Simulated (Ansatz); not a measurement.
Total energies of `[SiH2]1[GeH2][SiH2][GeH2][SiH2][GeH2]1`.

| atom | x (Å) | y (Å) | z (Å) |
| --- | --- | --- | --- |
| Si1 | -1.303 | 1.521 | -0.885 |
| Ge2 | 0.882 | 1.052 | -1.705 |
| Si3 | 1.286 | -1.291 | -1.496 |
| Ge4 | 0.196 | -2.132 | 0.453 |
| Si5 | 0.229 | -0.445 | 2.132 |
| Ge6 | -1.282 | 1.288 | 1.490 |
| H7 | -1.767 | 2.880 | -1.278 |
| H8 | -2.247 | 0.521 | -1.459 |
| H9 | 1.904 | 1.815 | -0.839 |
| H10 | 1.065 | 1.510 | -3.164 |
| H11 | 0.772 | -1.990 | -2.706 |
| H12 | 2.749 | -1.546 | -1.393 |
| H13 | -1.272 | -2.451 | 0.107 |
| H14 | 0.862 | -3.437 | 0.930 |
| H15 | 1.605 | 0.120 | 2.207 |
| H16 | -0.128 | -0.985 | 3.472 |
| H17 | -0.854 | 2.620 | 2.135 |
| H18 | -2.698 | 0.952 | 1.996 |

The species carries charge 0 and has multiplicity 1. Correlated methods include outer-core shells of Ge, which these sets cover unevenly. Scalar relativity is left out up to krypton. Geometry: relaxed with PBE0-D4/def2-TZVP. Basis def2-TZVPP, Ansatz 0.2.0.

RPA on PBE orbitals: Hartree–Fock energy of these orbitals -7099.81008 Eh, correlation -1.99513 Eh (frozen core).

```tsv
functional	energy without D4 (Eh)	D4 term (kJ/mol)
LDA (SPW92)	-7093.72825	–
PBE	-7105.35263	-65.3
BLYP	-7106.88375	-133.6
r2SCAN	-7106.66579	-16.4
B3LYP	-7106.97444	-106.3
r2SCAN0	-7106.60067	-20.3
HSE06 (plane-wave form)	-7105.59669	-55.2
ωB97X-V	-7106.06914	–
ωB97M-V	-7106.31978	–
PBE-QIDH	-7104.37858	–
```

Give the same for revPBE, B97M-V, PBE0, r2SCANh, BHLYP, CAM-B3LYP, LC-ωPBE, B2PLYP. (Estimate.)

The calculation gave: 
```csv
functional,energy without D4 (Eh),D4 term (kJ/mol)
revPBE,-7106.10215,-145.2
B97M-V,-7105.39379,–
PBE0,-7105.61644,-57.6
r2SCANh,-7106.63854,-18.2
BHLYP,-7106.69696,-99.4
CAM-B3LYP,-7107.13044,-61.2
LC-ωPBE,-7105.68235,–
B2PLYP,-7105.28098,–
```

B3LYP takes the VWN-RPA correlation (the form of Gaussian; ORCA's B3LYP/G). HSE06 is the plane-wave form, built on full-range PBE exchange. The double hybrids freeze the cores in their second-order part.

LC-ωPBE has ω = 0.4 bohr⁻¹.
